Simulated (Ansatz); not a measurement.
One change: `IB1BC1` becomes `[SiH3]SB1BC1`.

Ansatz, PBE0-D4/def2-TZVP geometries, multiplicity 1. Each molecule was computed in one conformer, which needn't be the lowest.

Elements past krypton have def2 core potentials.

```json
{"property": "HOMO energy (B3LYP/def2-TZVPP) / eV", "`IB1BC1`": "-6.65"}
{"property": "LUMO energy (PBE0/def2-TZVPP) / eV", "`IB1BC1`": "-1.02"}
{"property": "ideal-gas entropy at 298 K and 1 bar (rigid rotor, harmonic PBE0-D4/def2-TZVP) / J/(mol·K)", "`IB1BC1`": "312"}
{"property": "zero-point energy (PBE0-D4/def2-TZVP) / kJ/mol", "`IB1BC1`": "107.2"}
{"property": "HOMO–LUMO gap (ωB97M-V/def2-TZVPP) / eV", "`IB1BC1`": "9.96"}
{"property": "HOMO–LUMO gap (PBE/def2-TZVPP) / eV", "`IB1BC1`": "3.76"}
```

What does the change do to each property? (Best estimate.)

Computed: 
| property | `[SiH3]SB1BC1` | shift |
| --- | --- | --- |
| HOMO energy (B3LYP/def2-TZVPP) / eV | -6.96 | -0.31 |
| LUMO energy (PBE0/def2-TZVPP) / eV | -1.64 | -0.62 |
| ideal-gas entropy at 298 K and 1 bar (rigid rotor, harmonic PBE0-D4/def2-TZVP) / J/(mol·K) | 356 | 44 |
| zero-point energy (PBE0-D4/def2-TZVP) / kJ/mol | 176.4 | 69.2 |
| HOMO–LUMO gap (ωB97M-V/def2-TZVPP) / eV | 9.71 | -0.25 |
| HOMO–LUMO gap (PBE/def2-TZVPP) / eV | 3.41 | -0.35 |

With PBE0 the HOMO falls by 0.29 eV and the LUMO falls by 0.62 eV, so the gap narrows by about 0.33 eV. PBE moves the HOMO by -0.25 eV and ωB97M-V by -0.33 eV. The zero-point energy changes by 69.2 kJ/mol with +12 modes.

B3LYP here is the variant with VWN-RPA as its local correlation; programs differ in this.

Spin–orbit coupling is left out; it splits and shifts lone-pair levels of the heavy atoms by tenths of an eV.
